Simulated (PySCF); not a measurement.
## A ladder of Hamiltonians for Tb⁶¹⁺ (terbium, charge +61)

Occupied: 1s1/2, 2s1/2. Hartree-Fock calculated with PySCF 2.14 in an uncontracted even-tempered set (16 s from 14 bohr⁻², ratio 2.7; 13 p from 17 bohr⁻², ratio 2.7), Gaussian nucleus throughout. NR is non-relativistic, sf-X2C the spin-free one-electron X2C Hamiltonian, X2C adds the bare one-electron spin-orbit term, X2C-SNSO screens it by Boettger's factors, DC is four-component Dirac-Coulomb, and the Gaunt and Breit terms are added at first order (total energies over the DC spinors, levels after relaxing the spinors in that mean field). QED terms are absent. Levels marked empty are virtual spinors of this ion.

```csv
Hamiltonian,E (hartree),E − E(DC) (hartree),CPU seconds
NR,-5179.6084,342.0844,0.26
sf-X2C,-5519.3112,2.3816,0.15
X2C,-5519.3112,2.3816,0.15
X2C-SNSO,-5519.3112,2.3816,0.15
DC,-5521.6928,0.0000,2.6
DC+Gaunt,-5516.8817,4.8111,4.4
DC+Breit,-5516.9840,4.7089,35
```

Give the 2p spin-orbit interval with each Hamiltonian that has one.

X2C 852.4; X2C-SNSO 824.0; DC 829.5; DC+Gaunt 818.2; DC+Breit 818.2 (eV).

| level (eV) | NR | sf-X2C | X2C | X2C-SNSO | DC | DC+Gaunt | DC+Breit |
| --- | --- | --- | --- | --- | --- | --- | --- |
| 1s1/2 | -55692.2 | -59102.1 | -59102.1 | -59102.1 | -59159.4 | -59043.9 | -59045.2 |
| 2s1/2 | -13412.7 | -14451.5 | -14451.5 | -14451.5 | -14458.2 | -14444.5 | -14445.9 |
| 2p1/2 (empty) | -13043.9 | -13435.4 | -14036.9 | -14015.8 | -14022.7 | -13997.7 | -14001.1 |
| 2p3/2 (empty) | -13043.9 | -13435.4 | -13184.5 | -13191.8 | -13193.2 | -13179.4 | -13182.9 |
| 3s1/2 (empty) | -5756.8 | -6111.3 | -6111.3 | -6111.3 | -6113.1 | -6109.3 | -6109.9 |

Weight of the small component: 1s1/2 0.0592, 2s1/2 0.0143, 2p1/2 0.0141, 2p3/2 0.0133, 3s1/2 0.00609.

Koopmans' value for the highest occupied level at DC+Breit: 14445.9 eV, against an ionisation energy of 14434 ± 12 eV (theoretical estimate listed by NIST; NIST Atomic Spectra Database, ionization energies); the former lacks relaxation, correlation, QED and recoil.

The whole ladder took 43 s of wall time on 1 thread of Neoverse-V1 (shared host), launched as `OMP_NUM_THREADS=1 python relrun2.py TASK.json OUT` (a driver that calls PySCF for each Hamiltonian).
